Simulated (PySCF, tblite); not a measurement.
Compound: C7H8O2P2.
SMILES with atom numbers: `[CH3:1][O:2][C:3](=[O:4])[c:5]1[p:6][cH:7][c:8]([CH3:9])[cH:10][p:11]1` (hydrogens: H12, H13, H14 on C1; H15 on C7; H16, H17, H18 on C9; H19 on C10)

Structure optimised with GFN2-xTB, isolated species.

List the bond lengths, angles and torsions at this level.

```json
{"bond": "C1–O2", "length (Å)": "1.417"}
{"bond": "O2–C3", "length (Å)": "1.343"}
{"bond": "C3=O4", "length (Å)": "1.209"}
{"bond": "C3–C5", "length (Å)": "1.461"}
{"bond": "C5–P6, C5–P11", "length (Å)": "1.742"}
{"bond": "P6–C7, C10–P11", "length (Å)": "1.733"}
{"bond": "C7–C8, C8–C10", "length (Å)": "1.387"}
{"bond": "C8–C9", "length (Å)": "1.504"}
{"bond": "C1–H12, C1–H13, C1–H14", "length (Å)": "1.091"}
{"bond": "C7–H15, C10–H19", "length (Å)": "1.085"}
{"bond": "C9–H16, C9–H17, C9–H18", "length (Å)": "1.088"}
```

Bonds in one row agree within 0.01 Å and their mean is given. A selection of angles:
```json
{"angle": "O2–C1–H12", "degrees": "110.2"}
{"angle": "O2–C1–H13", "degrees": "106.4"}
{"angle": "H12–C1–H13", "degrees": "110.7"}
{"angle": "H12–C1–H14", "degrees": "108.8"}
{"angle": "C1–O2–C3", "degrees": "116.4"}
{"angle": "O2–C3–O4", "degrees": "124.1"}
{"angle": "O2–C3–C5", "degrees": "111.5"}
{"angle": "O4–C3–C5", "degrees": "124.4"}
{"angle": "C3–C5–P6", "degrees": "112.5"}
{"angle": "C3–C5–P11", "degrees": "115.1"}
{"angle": "P6–C5–P11", "degrees": "132.4"}
{"angle": "C5–P6–C7", "degrees": "101.6"}
{"angle": "P6–C7–C8", "degrees": "129.8"}
{"angle": "P6–C7–H15", "degrees": "113.7"}
{"angle": "C8–C7–H15", "degrees": "116.5"}
{"angle": "C7–C8–C9", "degrees": "118.3"}
{"angle": "C7–C8–C10", "degrees": "124.6"}
{"angle": "C8–C9–H16", "degrees": "109.7"}
{"angle": "C8–C9–H17", "degrees": "111.4"}
{"angle": "H16–C9–H17", "degrees": "108.3"}
{"angle": "H17–C9–H18", "degrees": "108.9"}
```

Dihedral angles: C1–O2–C3–O4 0° (synperiplanar); O2–C3–C5–P6 179° (antiperiplanar). The mirror-image conformer, all signs reversed, is as good.

The 6-membered ring C5–P6–C7–C8–C10–P11 has internal angles of 101.6° to 132.4°; it is planar, 0.00 Å rms from its mean plane, widest ring torsion 0°. P6 (phosphorus bonded to 2 C) is bent (angle 101.6°). The 3 C–O bonds span 1.209 Å (C3=O4, drawn double) to 1.417 Å (C1–O2, drawn single), a spread of 0.208 Å. The 4 C–C bonds span 1.386 Å (C7–C8, aromatic) to 1.504 Å (C8–C9, drawn single), a spread of 0.118 Å. Of the pairs four or more bonds apart, H15···H17 is among the closest relative to their van der Waals radii: 2.26 Å, 94 % of the sum of Bondi's values. The 11 heavy atoms lie in one plane (0.006 Å rms).

GFN2-xTB frequencies show an imaginary mode (40i cm⁻¹), so the point is no minimum at that level.

The numbers are calculated, not measured.
